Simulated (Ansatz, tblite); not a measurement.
Forces on Rb3H3⁺ at its PBE0-D4/def2-TZVP geometry. Charge 1, multiplicity 2.

In the def2 sets Rb takes a core potential; there is no spin–orbit coupling. The xTB rows come from tblite. In the doublet, H5 and H6 lie 0.75 Å apart (atoms count from 1), so H2 has formed as a molecule. Another isomer (doublet) lies 0.03 eV lower at PBE0-D4/def2-TZVP; other spin states weren't run for this one.

GFN1-xTB (tblite), largest force 1.11 eV/Å:

```xyz
6
positions Å, forces eV/Å
Rb   -1.656    1.418    0.464    0.248    0.053    0.031
Rb    0.350   -1.459   -3.212   -0.047    0.061    0.323
Rb    1.046    4.510    3.781   -0.141   -0.128   -0.150
H    -0.724   -0.071   -1.424   -0.188    0.239   -0.180
H     0.316   -1.907    0.037   -0.403    0.658   -0.437
H     0.669   -2.490    0.353    0.532   -0.884    0.413
```

GFN2-xTB (tblite), largest force 1.48 eV/Å:

```
Rb 0.028 0.100 0.062
Rb -0.239 0.270 0.300
Rb -0.094 -0.139 -0.154
H 0.147 0.039 -0.397
H -0.506 0.872 -0.493
H 0.663 -1.141 0.681
```

PBE-D4/def2-TZVP (Ansatz), largest force 0.22 eV/Å:

```
Rb 0.019 0.015 0.012
Rb -0.009 -0.010 -0.007
Rb -0.016 -0.005 -0.003
H 0.001 0.003 -0.002
H -0.101 0.171 -0.093
H 0.105 -0.174 0.093
```
